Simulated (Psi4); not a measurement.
Computed with SAPT0/jun-cc-pVDZ, frozen core (Psi4 1.11).

Psi4 input:

```
molecule {
0 1
Si 0.00000296 0.00000106 -0.00000200
H -0.22791966 -1.05758873 -1.01044076
H -0.72181654 1.22884386 -0.40044236
H 1.44902281 0.28766037 0.09501117
H -0.49928958 -0.45891657 1.31587395
--
0 1
Cl 2.64745521 -2.79220250 -0.45541542
B 1.86996614 -4.19645243 0.22965025
Cl 2.72937829 -5.71272625 0.31928568
Cl 0.23322152 -4.08450134 0.82486458
units angstrom
symmetry c1
no_reorient
no_com
}
set basis jun-cc-pvdz
set scf_type df
set freeze_core true
energy('sapt0')
```

Part of the output:

```
    SAPT Results
  --------------------------------------------------------------------------------------------------------
    Electrostatics                 -1.28719578 [mEh]      -0.80772755 [kcal/mol]      -3.37953205 [kJ/mol]
      Elst10,r                     -1.28719578 [mEh]      -0.80772755 [kcal/mol]      -3.37953205 [kJ/mol]

    Exchange                        3.44948079 [mEh]       2.16458188 [kcal/mol]       9.05661057 [kJ/mol]
      Exch10                        3.44948079 [mEh]       2.16458188 [kcal/mol]       9.05661057 [kJ/mol]
      Exch10(S^2)                   3.44170249 [mEh]       2.15970092 [kcal/mol]       9.03618865 [kJ/mol]

    Induction                      -0.24871296 [mEh]      -0.15606974 [kcal/mol]      -0.65299580 [kJ/mol]
      Ind20,r                      -1.15614574 [mEh]      -0.72549241 [kcal/mol]      -3.03546023 [kJ/mol]
      Exch-Ind20,r                  1.08941806 [mEh]       0.68362015 [kcal/mol]       2.86026672 [kJ/mol]
      delta HF,r (2)               -0.18198528 [mEh]      -0.11419749 [kcal/mol]      -0.47780229 [kJ/mol]

    Dispersion                     -2.19909482 [mEh]      -1.37995283 [kcal/mol]      -5.77372266 [kJ/mol]
      Disp20                       -2.41930451 [mEh]      -1.51813650 [kcal/mol]      -6.35188311 [kJ/mol]
      Exch-Disp20                   0.22020969 [mEh]       0.13818366 [kcal/mol]       0.57816045 [kJ/mol]
      Disp20 (SS)                  -1.20965225 [mEh]      -0.75906825 [kcal/mol]      -3.17594156 [kJ/mol]
      Disp20 (OS)                  -1.20965225 [mEh]      -0.75906825 [kcal/mol]      -3.17594156 [kJ/mol]
      Exch-Disp20 (SS)              0.11434901 [mEh]       0.07175508 [kcal/mol]       0.30022327 [kJ/mol]
      Exch-Disp20 (OS)              0.10586068 [mEh]       0.06642858 [kcal/mol]       0.27793718 [kJ/mol]

  Total HF                          1.91357205 [mEh]       1.20078459 [kcal/mol]       5.02408272 [kJ/mol]
  Total SAPT0                      -0.28552277 [mEh]      -0.17916824 [kcal/mol]      -0.74963994 [kJ/mol]
```
